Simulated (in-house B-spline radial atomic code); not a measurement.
**Ionising Te2+ with different functionals**

Computed with a B-spline radial code for spherical atoms: non-relativistic Hamiltonian, point nucleus, spin-polarised at highest spin, spherical fractional occupations for the functionals, and exact exchange of hybrids averaged over the configuration. The ionisation energy is the difference of two self-consistent energies, [Kr] 4d10 5s2 5p2 → [Kr] 4d10 5s2 5p1, without Breit or QED terms; ε is the level of the shell that loses the electron (its least bound occupied spin orbital). There is no spin-orbit coupling in this Hamiltonian.

```csv
method,rung,ΔSCF (eV),-ε(5p) (eV)
PBE0,global hybrid,27.49,24.23
B3LYP,global hybrid,27.45,23.89
TPSSh,global hybrid,27.48,23.55
M06-2X,global hybrid,27.58,25.67
BHandHLYP,global hybrid,27.34,25.20
r2SCAN0,global hybrid,27.67,24.47
B97-1,global hybrid,27.30,23.87
HSE06,range-separated hybrid,27.45,23.78
wB97X,range-separated hybrid,27.22,26.40
CAM-B3LYP,range-separated hybrid,27.48,25.53
LC-wPBE,range-separated hybrid,27.59,27.08
```

Among the functionals, which spreads more, the ΔSCF values or the orbital energies?

The orbital energies: ΔSCF values span about 0.46 eV and the orbital energies 3.53 eV; here energy differences depend much less on the functional than eigenvalues do.

How do they compare with the NIST value?

NIST lists 27.84 eV ± 0.04 (measured, ground level to ground level). Errors run from -0.62 to -0.17 eV; r2SCAN0 is closest (-0.17 eV), but part of that can be cancellation, since the calculations leave out relativity, Breit-QED terms, multiplet and fine-structure energies.
